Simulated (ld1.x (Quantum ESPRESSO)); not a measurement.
## Varying the RRKJ potential for Rb

Base potential:

* Element: Rb (Z = 37)
* Generator: ld1.x (Quantum ESPRESSO) 7.5
* Type: norm-conserving RRKJ (Kleinman–Bylander form)
* Functional: PBE
* Relativity: fully relativistic
* Frozen core: [Ar] 3d10
* Valence charge: 9
* Reference configuration: 4s2 4p6 4d0 5s0 5p0 (charge +1)
* Partial waves: 4s (bound): rc 1.75 bohr; 4d (bound, empty): rc 3.35 bohr; 4p (bound): rc 1.55 bohr
* Local potential: the p channel
* Core correction: a·sin(br)/r model core inside 1.25 bohr
* rho0: 0.01

Open shells are filled in proportion to 2j + 1 (rel_dist='average').

All-electron outer shells of the reference configuration (PBE, scalar-relativistic, ld1.x):

```tsv
shell	level (eV)	outermost node (bohr)	outermost maximum (bohr)
3d	-109.74	–	0.39
4s	-37.63	0.62	1.25
4p	-21.65	0.64	1.42
5s	-6.05	1.77	3.77
4d	-3.74	0.70	2.62
5p	-3.60	2.13	4.78
```

Cutoffs, loose and tight: the cutoffs (Ry, on a coarse ladder) from which the occupation-weighted sum of valence levels, in a spherical-Bessel basis at the reference potential, stays within 10 and 1 mRy of its value at 400 Ry. They do not see the model core or the augmentation charge, which bear on the density cutoff. Test errors are all-electron minus pseudo excitation energies from the reference, over the configurations 4s2 4p6 4d0 5s1 5p0; 4s2 4p6 4d0 5s0.5 5p0; 4s2 4p6 4d0 5s0 5p1; 4s2 4p6 4d1 5s0 5p0; 4s1 4p6 4d0 5s1 5p0; 4s2 4p5 4d0 5s1 5p0; 4s2 4p6 4d0.5 5s0.5 5p0. A dash means not determined; rows that change the core or the reference have their own tests. The largest error is taken over the tests solved by every variant that gives reliable tests at all: 4s1 4p6 4d0 5s1 5p0; 4s2 4p5 4d0 5s1 5p0; 4s2 4p6 4d0 5s0.5 5p0; 4s2 4p6 4d0.5 5s0.5 5p0; 4s2 4p6 4d1 5s0 5p0.

A true bound ghost makes a file unfit for plane-wave use even where its test errors are small: the radial tests pick states by their node count and pass the ghost by.

Cutoffs are not given where the Bessel-basis levels miss the radial ones by over 6 mRy, ghosts where they miss by over 20 mRy; a channel whose overlap is not positive is not tested.

On the changes marked as counting shells twice: ld1.x takes every shell without a wave as core, so the model core holds the marked electrons as well and exchange and correlation see them twice. This cancels in the reference configuration, but the file is broken for other ones, and its errors say nothing about a proper core correction.

| change | outcome | cutoff, loose | cutoff, tight | bound ghosts | largest test error (meV) |
| --- | --- | --- | --- | --- | --- |
| base | generated, misses its reference levels by 0.60 eV | – | – | not determined | -11 |
| scalar-relativistic | generated | 40 Ry | 80 Ry | d | -17 |
| reference 4s2 4p6 4d0 5s0.5 5p0 (5s counted twice) | generated, misses its reference levels by 0.60 eV | – | – | not determined | -39 over the solved tests; 1 of 7 tests not solved or not reliable |
| wave 4d (bound): rc 3.35 bohr becomes 4d (bound): rc 3.62 bohr | generated, misses its reference levels by 0.60 eV | – | – | not determined | -11 |
| all radii but the core radius scaled by about 1.24 (s 2.16, p 1.92, d 4.14 bohr) | generated, misses its reference levels by 0.60 eV | – | – | not determined | +34 |
| core [Kr], valence charge 1; reference 5s1 5p0; waves now 5s (bound): rc 4.10 bohr; 5p (bound): rc 3.75 bohr; 4d channel at 0.25 Ry: rc 3.70 bohr; local potential the d channel; core correction a·sin(br)/r model core, default radius (core density twice the valence density) | failed: compute_chi: n is too large | – | – | – | – |
| wave 4s (bound): rc 1.75 bohr becomes 4s (bound): rc 2.50 bohr | generated, misses its reference levels by 0.60 eV | – | – | not determined | -114 |

(1) What comes out with this change to the base: core correction a·sin(br)/r model core inside 0.74 bohr?

(2) What comes out with this change to the base: wave 4p (bound): rc 1.55 bohr becomes 4p (bound): rc 1.10 bohr?

(3) What comes out with this change to the base: local potential all-electron potential smoothed inside 1.40 bohr (lloc = -1)?

Answers

(1) outcome: generated, misses its reference levels by 0.60 eV; bound ghosts: not determined; largest test error (meV): -8.9.

(2) outcome: generated, misses its reference levels by 0.61 eV; bound ghosts: not determined; largest test error (meV): +55.

(3) outcome: generated; bound ghosts: not determined; largest test error (meV): +172.
